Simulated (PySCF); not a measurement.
## C₆ coefficients of unlike pairs at PBE

Calculated with PySCF 2.14 from the dipole response of each species, C₆(A,B) = (3/π) ∫ α_A(iu) α_B(iu) du, in atomic units, from isotropic polarisabilities. For ions this is the dispersion term alone; charge-induced terms of lower order in 1/R come first.

| species | configuration | basis | relativity | α (bohr³) | C₆ (like pair) |
| --- | --- | --- | --- | --- | --- |
| Ru²⁺ | [Kr] 4d6 (5D) | aug-cc-pVTZ-DK (9s8p6d3f2g) | spin-free X2C | 8.533 | 46.01 |
| Ge | [Ar] 3d10 4s2 4p2 (3P) | aug-cc-pVQZ-PP with ECP10MDF (7s6p5d3f2g) | core potential | 46.37 | 404.8 |
| C²⁺ | [He] 2s2 (1S) | x2c-QZVPPall with one added diffuse shell each of s, p, d, f type (8s5p4d3f1g) | spin-free X2C | 4.204 | 6.461 |
| Sb | [Kr] 4d10 5s2 5p3 (4S) | aug-cc-pwCVTZ-PP with ECP28MDF (8s7p6d4f1g) | core potential | 47.80 | 529.5 |

(1) Estimate C₆ for C²⁺ with Ru²⁺.

No spin-orbit coupling is included.

The other pairs:

```tsv
pair	C₆
C²⁺, Ge	49.22
Sb, Ge	460.8
Ge, Ru²⁺	117.5
Sb, Ru²⁺	141.1
Sb, C²⁺	57.51
```

Answers

(1) The integral gives 16.49. The combination rule 2 C_A C_B / (C_A α_B/α_A + C_B α_A/α_B) gives 16.62 and the geometric mean 17.24.
